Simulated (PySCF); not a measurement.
**Computed properties of TiO2, SMILES [O]=[Ti]=[O], multiplicity 1**

TiO2, SMILES [O]=[Ti]=[O], multiplicity 1. Coordinates come from a TPSSh-D3(BJ)/def2-TZVP optimisation. The spin state was assumed, not searched. The isomer is the one that the SMILES or the coordinates give; other isomers of the formula were not compared. One conformer was computed; it need not be the lowest. All values are computed for the isolated molecule unless a solvent is named; none is compared with measurement here.

**Structure.** The optimised structure has C2v symmetry. All 3 harmonic modes at TPSSh-D3(BJ)/def2-TZVP (PySCF) are real, so it is a minimum. With heavy atoms numbered as in [Ti:1](=[O:2])=[O:3], the shortest bond between them is Ti1–O2 at 1.643 Å and the longest Ti1–O3 at 1.643 Å.

**Vibrations.** The strongest infrared lines (harmonic, unscaled, degenerate partners summed) lie at 986 cm⁻¹ (410 km/mol, O 69 %, Ti 31 %), 1025 cm⁻¹ (38 km/mol, O 79 %, Ti 21 %), 343 cm⁻¹ (14 km/mol, O 81 %, Ti 19 %). The softest mode is at 343 cm⁻¹ and the zero-point energy is 3.4 kcal/mol.

**Electronic structure.** B3LYP/def2-TZVPD (PySCF) places the frontier levels at -7.13 and -3.29 eV, a gap of 3.84 eV, and gives a dipole moment of 6.75 D and a mean polarisability of 34.5 bohr³. PBE/def2-TZVPD (PySCF) at the same geometry gives -5.81 and -3.56 eV, so its gap is 1.59 eV narrower. An orbital gap is neither the optical nor the fundamental gap.

**Excitations.** TDA-PBE0/def2-TZVPD (PySCF) has S1 at 2.95 eV (420 nm, f = 0.008, weak); the most intense of the 10 singlets computed lies at 4.07 eV (f = 0.02). T1 (TDA) is at 2.83 eV, 0.12 eV under S1. TDA-PBE/def2-TZVPD (PySCF) puts S1 at 2.31 eV.
